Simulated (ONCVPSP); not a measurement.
## chromium: one change to an ONCV potential, before and after

chromium, optimised norm-conserving Vanderbilt (ONCV), made with ONCVPSP 4.0.1 (LDA (Perdew-Zunger), scalar-relativistic). Core [Ne], reference 3s2 3p6 3d5 4s1. Waves: 3s+4s: rc 1.45 bohr, ncon 4, nbas 8, qcut 10.2 1/bohr, 2 projectors; 3p: rc 1.30 bohr, ncon 4, nbas 9, qcut 11.1 1/bohr, 1 projector; 3d: rc 1.75 bohr, ncon 4, nbas 8, qcut 7.5 1/bohr, 1 projector. Local part: polynomial inside 1.30 bohr (lpopt 5, dvloc0 3 Ha). Core correction: Teter function, fcfact 5.5, rcfact 1.6.

Change: all radii but the core radius scaled by about 0.89 (s 1.30, p 1.16, d 1.56 bohr); local potential polynomial inside 1.16 bohr (lpopt 5, dvloc0 3 Ha).

Cutoffs: the cutoffs (Ha) at which the residual kinetic energy of the hardest occupied pseudo-wave falls to 1 and 0.1 mHa per electron; they do not see the model core or the augmentation charge, which bear on the density cutoff. Errors are all-electron minus pseudo energies relative to the spin-unpolarised reference configuration.

Q: How do hardness, ghosts and transferability respond?

A: The potential gets harder (30 Ha and 47 Ha → 38 Ha and 94 Ha); of the 3 tests that both files solve, the error grows in 0 and shrinks in 3 by more than 15 % and 0.3 meV (median size 11.5 → 8.5 meV); neither file shows a bound ghost. A smaller radius makes the pseudo-wave follow the all-electron one further in, where it bends more sharply, so more plane waves are needed. Less of the atom is replaced, so other configurations are described better.

```csv
quantity,base,changed
"cutoff, loose",30 Ha,38 Ha
"cutoff, tight",47 Ha,94 Ha
loose cutoff by channel,"s 30 Ha, p 27 Ha, d 26 Ha","s 34 Ha, p 25 Ha, d 38 Ha"
bound ghosts,none,none
GHOST(+) flags under 300 eV,none,none
tests with a reliable result,3 of 4,3 of 4
"error for 3s2 3p6 3d5 4s0, meV [ΔE 7.14 eV]",+5.1,+3.6
"error for 3s2 3p6 3d4 4s0, meV [ΔE 23.48 eV]",-11,-8.5
"error for 3s2 3p6 3d4 4s2, meV [ΔE -0.06 eV]",+21,+14
"rms error of d²Exc/dni dnj with the model core, mHa",1.84,1.62
```
